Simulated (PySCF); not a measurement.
CH3CdFS, SMILES C[S][Cd][F].

Geometry optimised at B3LYP-D3(BJ)/def2-SVP. The def2 effective core potentials stand for the cores of Cd; spin–orbit coupling is left out. One conformer was computed; it need not be the lowest.

Level of theory: HF/def2-TZVPD (PySCF).

Computed frontier levels, gap, dipole moment and polarisability:
| Property | Result |
|---|---|
| highest occupied level | -9.67 eV |
| lowest empty level | 0.86 eV |
| orbital gap | 10.53 eV |
| dipole moment | 2.48 D |
| quadrupole, principal values (traceless, Buckingham form, about the centre of nuclear charge) | -19.55, 6.82, 12.73 D·Å |
| mean static polarisability | 58.6 bohr³ (8.68 Å³) |
| polarisability, principal values | 47.4, 54.1, 74.1 bohr³ |
